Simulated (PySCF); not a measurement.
SMILES Cl[Si](Cl)(Cl)[NH][Ge]([Cl])([Cl])[Cl] at its CAM-B3LYP/def2-SVP optimised geometry (Å):

```
10

Si     1.7532    -0.7854    -0.1307
Cl     0.7436    -2.5500     0.0389
Cl     2.7431    -0.7427    -1.9195
Cl     3.1567    -0.6256     1.3470
N      0.6178     0.4893     0.0000
Ge    -1.1940     0.4893     0.0000
Cl    -2.0085    -0.4552     1.7254
Cl    -1.7532     2.5500     0.0000
Cl    -1.9891    -0.4696    -1.7268
H      0.9958     1.4342     0.0589
```

Level of theory: PySCF 2.14.0 with CAM-B3LYP/def2-TZVP.

Map of the HOMO−1 amplitude (bohr^(-3/2)) on the plane z = 0.8 Å; orbital energy -10.78 eV, overall sign arbitrary:

```
|22222222222222222222222222222|
|22222222222222222222222222222|
|22222222222222222222222222222|
|22222222222222222222222222222|
|22222222211222222222222222222|
|22222221111122222222222222222|
|22222221000112222222222222222|
|22222221000112222222222222222|
|22222221000112222222222222222|
|22222222111122222222222222222|
|22222222222222222222222222222|
|22222222222222222222223333322|
|22222222322222222222233443332|
|22222223332222221222234554433|
|22222222222222222222246886433|
|22222221111122222222236997533|
|22222211001122222221124786433|
|22222211001122233321112454332|
|22222211111222334432111233322|
|22222221112223455543211222222|
|22222222222223578753222222222|
|22222222222233589864322222222|
|22222222222233578754322222222|
|22222222222223456543322222222|
|22222222222223334433222222222|
|22222222222222333332222222222|
|22222222222222222222222222222|
|22222222222222222222222222222|
|22222222222222222222222222222|
```
Scale: ten equal steps from -0.047 (start of '0') to 0.139 (end of '9'), in the order '0123456789'; x runs from -5.00 to 5.00, y from -5.00 (bottom) to 5.00 (top).
